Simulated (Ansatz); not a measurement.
```yaml
crystal:
  periodic: [false, false, false]
  atoms:
    - {symbol: B, position_ang: [0.152227, 1.097220, 0.044777]}
    - {symbol: B, position_ang: [0.152805, -0.575111, 0.058374]}
    - {symbol: O, position_ang: [1.086670, -1.474026, 0.467137]}
    - {symbol: S, position_ang: [-1.381985, -1.317300, -0.594777]}
    - {symbol: H, position_ang: [0.503998, 1.717867, -0.918365]}
    - {symbol: H, position_ang: [-0.296878, 1.732675, 0.956486]}
    - {symbol: H, position_ang: [1.888215, -1.073897, 0.808709]}
    - {symbol: H, position_ang: [-2.012954, -0.164429, -0.878241]}
basis:
  gaussian: {orbitals: cc-pVTZ-DK}
hamiltonian: {xc: {name: wB97X-V}}
scf: {lower_state_search: light}
output: {forces: true}
```

```sh
$ ansatz run in.yaml --threads 2 --pin off --events-out ev --progress --plain --max-ram 4352MiB
```

Shortened log:

```
Functional definition: wB97X-V
  name "wB97X-V"
  cite "Mardirossian & Head-Gordon, Phys. Chem. Chem. Phys. 16, 9904 (2014) doi:10.1039/C3CP54374A"
  cite "Becke, J. Chem. Phys. 107, 8554 (1997) doi:10.1063/1.475007"
  cite "Vydrov & Van Voorhis, J. Chem. Phys. 133, 244103 (2010) doi:10.1063/1.3521275"
  parameter omega = 0.3/bohr
  parameter cx = 0.167
  parameter cx1 = 0.603
  parameter cx2 = 1.194
  parameter css0 = 0.556
  parameter css1 = -0.257
  parameter cos0 = 1.219
  parameter cos1 = -1.850
  parameter b = 6.0
  parameter c = 0.01
  exchange = spin_sum(e_x_unif_sr(omega)*poly(b97_u_x, 1 - cx, cx1, cx2)) + cx*exact_x_sr(omega) + exact_x_lr(omega)
  correlation = spin_sum(e_c_pw_same_spin*poly(b97_u_same, css0, css1))
      + integral(e_c_pw_opposite_spin*poly(b97_u_opposite, cos0, cos1)) + vv10(b, c)
1119 factors; their error is unknown
233 factors; integrals over basis functions are off by at most 1.2e-5 eV
mean field evaluation 1: about -14328.5000 eV, gradient 4.2e1 eV
mean field evaluation 2: about -14328.3744 eV, gradient 4.7e1 eV
mean field evaluation 4: about -14331.7297 eV, gradient 1.1e0 eV
mean field evaluation 8: about -14331.7275 eV, gradient 3.2e-1 eV
mean field evaluation 16: about -14331.7277 eV, gradient 3.2e-5 eV
mean field -14331.72767224 eV, -526.6812775607 hartree, gradient 3.2e-5 eV, S^2 0.000000; 0 other end points of the search recorded, 0 dependent functions left out
the calculation of the forces begins
reference -14331.72767032 eV, -526.6812774902 hartree; 19, 19 occupied and 161, 161 virtual orbitals, 1119 factors
Total energy: -14331.72767032 eV, -526.6812774902 hartree
Relativity: scalar
Atom 0 at     0.152227     1.097220     0.044777 Å, force     0.038453     0.226655     0.015943 eV/Å
Atom 1 at     0.152805    -0.575111     0.058374 Å, force    -0.102434     0.001156    -0.044909 eV/Å
Atom 2 at     1.086670    -1.474026     0.467137 Å, force     0.153213    -0.125194     0.067424 eV/Å
Atom 3 at    -1.381985    -1.317300    -0.594777 Å, force    -0.109961    -0.049556    -0.047253 eV/Å
Atom 4 at     0.503998     1.717867    -0.918365 Å, force    -0.000326    -0.009770     0.006992 eV/Å
Atom 5 at    -0.296878     1.732675     0.956486 Å, force     0.005127    -0.010237    -0.005836 eV/Å
Atom 6 at     1.888215    -1.073897     0.808709 Å, force     0.016742    -0.005428     0.007218 eV/Å
Atom 7 at    -2.012954    -0.164429    -0.878241 Å, force    -0.000814    -0.027626     0.000421 eV/Å
Dipole moment:     0.289343     0.323565     0.121363 e Å
```

It took 8.5 s on 2 threads of an Arm Neoverse V2 on a shared host, with 0.48 GiB of host memory at the peak.
